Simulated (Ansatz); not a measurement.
Species: 2-methylpropane-1-selenol, C4H10Se (charge 0, singlet). SMILES: CC(C)C[SeH]
Coordinates optimised at B3LYP-D3(BJ)/def2-TZVP (Ansatz, an electronic-structure program):
```xyz
15

C     -1.4468     2.4066     0.5322
C     -1.0910     0.9876     0.0802
C     -1.9403    -0.0466     0.8189
C      0.4042     0.7538     0.2765
Se     0.9649    -1.0151    -0.4362
H     -2.5061     2.6113     0.3655
H     -1.2464     2.5367     1.5990
H     -0.8692     3.1559    -0.0125
H     -1.3038     0.9071    -0.9908
H     -1.7329    -0.0199     1.8920
H     -1.7451    -1.0614     0.4686
H     -3.0035     0.1543     0.6771
H      0.6646     0.7884     1.3342
H      0.9832     1.5048    -0.2562
H      2.3949    -0.6741    -0.4922
```
Charge 0, spin multiplicity 1.

Wanted: atomisation energy, in kcal/mol. Terms: UHF or UKS for open shells; non-relativistic; dispersion terms only where a functional's name holds one; no spin-orbit coupling; atomisation electronic, to ground-state atoms. First-principles rows: single points at B3LYP-D3(BJ) geometries (Ansatz).

| species | coefficient | E at B3LYP/STO-3G (Ansatz), Eh | E at PBE0/def2-TZVPD (Ansatz), Eh |
|---|---|---|---|
| CC(C)C[SeH] | -1 | -2531.43549 | -2559.57478 |
| C atom | +4 | -37.35240 | -37.80543 |
| H atom | +10 | -0.46753 | -0.50104 |
| Se atom | +1 | -2374.78029 | -2401.20542 |

 1 Eh = 627.5095 kcal/mol.

Problem. Compute it at each level from the table.

Solution. 
- B3LYP/STO-3G: the sum of coefficient times E is 2.57030 Eh, or 1612.89 kcal/mol. Result: 1612.9 kcal/mol.
- PBE0/def2-TZVPD: the sum of coefficient times E is 2.13724 Eh, or 1341.14 kcal/mol. Result: 1341.1 kcal/mol.
